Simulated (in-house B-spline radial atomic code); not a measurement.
Er is squeezed into an impenetrable sphere of radius R (the orbitals vanish at R). Method: scalar-relativistic (X2C) Hartree-Fock, spin-polarised, averaged over the determinants with the given up and down occupations, Fermi nucleus of rms radius 5.2516 fm. Calculated with a radial B-spline atomic code at the basis-set limit.

Energies in eV above the free atom in [Xe] 4f12 6s2:

```
R (bohr)  highest level (eV)  [Xe] 4f12 6s2  [Xe] 4f12 5f1 6s1  [Kr] 4d9 4f12 5s2 5p6 6s2 6f1
    9.11               -4.93         0.2441              8.047                          187.6
    6.28               -3.16          2.775              15.01                          203.3
    5.45               -1.36          5.784              20.32                          214.8
    4.37                4.42          16.41              34.67                          244.9
    3.61                15.4          38.94               59.1                          293.4
     3.1                32.1          77.46              96.25                          361.6
    2.43                87.2            231              235.2                          588.4
    2.15                 137          395.3              381.5                          807.6
    1.63                 354           1273               1165                           1885
    1.37                 618           2575               2339                           3399
```

Problem. Does [Xe] 4f12 5f1 6s1 fall below [Xe] 4f12 6s2 under compression?

Solution. Yes, between R = 2.43 and 2.15 bohr the order changes (near 2.37 bohr by linear interpolation).

Problem. Does [Kr] 4d9 4f12 5s2 5p6 6s2 6f1 fall below [Xe] 4f12 6s2 under compression?

Solution. No, it stays above over the whole range.

The highest level is first positive in the row R = 4.37 bohr, pushed up by confinement above the zero of the free ion's potential. Each configuration is held fixed and needn't be the lowest in the sphere.
